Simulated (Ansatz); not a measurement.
Correlation energies of `[SiH3][N]([SiH3])[Cu]` by basis set

```
atom   x (Å)   y (Å)   z (Å)
 Si1  -1.352  -0.066  -0.738
  N2   0.223   0.437  -0.303
 Si3   1.237  -0.259   0.884
 Cu4   0.758   2.062  -0.963
  H5  -1.599   0.137  -2.197
  H6  -1.530  -1.515  -0.429
  H7  -2.444   0.675  -0.035
  H8   2.672  -0.182   0.479
  H9   1.155   0.406   2.220
 H10   0.881  -1.695   1.082
```

Total charge 0; spin multiplicity 1. For Cu the d shell is correlated and the shells below it are frozen. Scalar relativity is left out up to krypton. The structure was optimised at the PBE0-D4/def2-TZVP level. Frozen core, restricted reference, the Gaussian-basis code of Ansatz.

```tsv
basis	HF (Eh)	MP2 corr.
def2-SVP	-2274.31066	-0.68362
def2-TZVPP	-2274.81871	-0.97880
def2-QZVPP	-2274.88107	-1.04175
```

(1) Estimate the CCSD correlation energy and the (T) correction in each basis where they were run (hartree).

## Answers

(1) 
```
     basis  CCSD corr.       (T)
  def2-SVP    -0.69315  -0.02445
def2-TZVPP    -0.95099  -0.03913
```
